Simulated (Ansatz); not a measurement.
`C[SiH](F)Br` + H–F → `F[SiH](F)Br` + CH₄ at 600 K and 1 bar (ligand exchange at the Si–C bond).

Program: Ansatz. Geometries: PBE0-D4/def2-TZVP. ΔE: electronic, gas phase. CCSD(T)/CBS is the MP2 limit (def2-TZVPP, def2-QZVPP) plus CCSD(T) − MP2 in def2-TZVPP, frozen cores. This one scheme is used for every species. For Br outer-core shells are correlated without core-valence functions, which leaves a few kJ/mol of doubt a bond. Scalar relativity is left out up to krypton.

```json
{"species": "`C[SiH](F)Br`", "CCSD(T)/CBS energy (Eh)": "-3002.78099", "H − E (kJ/mol)": "180.9", "S (J/(mol·K))": "403.4"}
{"species": "H–F", "CCSD(T)/CBS energy (Eh)": "-100.39570", "H − E (kJ/mol)": "42.3", "S (J/(mol·K))": "194.0"}
{"species": "`F[SiH](F)Br`", "CCSD(T)/CBS energy (Eh)": "-3062.76774", "H − E (kJ/mol)": "81.9", "S (J/(mol·K))": "367.1"}
{"species": "CH₄", "CCSD(T)/CBS energy (Eh)": "-40.46206", "H − E (kJ/mol)": "140.4", "S (J/(mol·K))": "215.7"}
```

H − E and S are ideal-gas, rigid-rotor, harmonic terms from PBE0-D4/def2-TZVP, for one conformer and one mirror image of each species. 1 Eh = 2625.50 kJ/mol, R = 8.31446 J/(mol·K).

Question: By hand: ΔE, ΔH, ΔS and ΔG.

Answer: ΔE = (-3062.76774) + (-40.46206) − (-3002.78099) − (-100.39570) = -0.05311 Eh = -139.4 kJ/mol. Δ(H − E) = 81.9 + 140.4 − 180.9 − 42.3 = -0.9, so ΔH = -140.3 kJ/mol. ΔS = 367.1 + 215.7 − 403.4 − 194.0 = -14.6 J/(mol·K). ΔG = -140.3 − 600 × (-14.6)/1000 = -131.5 kJ/mol.

Question: By hand: the equilibrium constant, and the temperature at which ΔG would vanish if ΔH and ΔS stayed fixed.

Answer: log₁₀ K = −ΔG/(RT ln 10) = 11.4. ΔG = 0 at ΔH/ΔS = 9610 K, far beyond where these terms or the molecules hold.

The number of gas molecules stays the same, so ΔS is small and ΔH decides. A doubt of 5 kJ/mol in ΔE shifts log₁₀ K by 0.4 here. Other conformers and mirror images would add mixing entropy, several J/(mol·K) or more a flexible species. These are equilibria of isolated gas molecules and say nothing of rates. Largest T1 diagnostic: 0.010 (customary marks: 0.02 for closed shells, 0.045 for open ones).
